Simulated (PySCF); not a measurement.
Antimony: a sound run and one with changed settings

Sound run: Sb⁺ [Kr] 4d10 5s2 5p2, Sb²⁺ [Kr] 4d10 5s2 5p1. Calculation: PySCF 2.14, in x2c-SVPall (6s5p3d, 36 functions); the spin-free X2C one-electron Hamiltonian (Gaussian nucleus). The sound run starts from symmetry-adapted Hartree-Fock orbitals and uses a fine grid where one is needed.

A second run was set up differently.

```csv
species,method,sound run (hartree),changed run (hartree),converged
Sb⁺,UHF,-6476.94088,-6476.94088,yes
Sb⁺,M06-2X,-6480.24634,-6480.37582,yes
Sb⁺,MN15,-6483.93476,-6483.94021,yes
Sb²⁺,UHF,-6476.35157,-6476.35157,yes
Sb²⁺,M06-2X,-6479.64085,-6479.75964,yes
Sb²⁺,MN15,-6483.32213,-6483.32705,yes
```

Ionisation energy of Sb⁺:

```
method  sound run (eV)  changed run (eV)
   UHF          16.036            16.036
M06-2X          16.476            16.767
  MN15          16.671            16.685
```

Problem. What was changed?
A. too few SCF iterations
B. a valence shell is frozen
C. basis contracted for another Hamiltonian
D. angular grid far too coarse

Solution. D. It used 6 angular points. A coarse angular grid integrates products of high-l functions wrongly, so density functionals can shift, and the SCF can exploit the error; Hartree-Fock and MP2 need no grid.
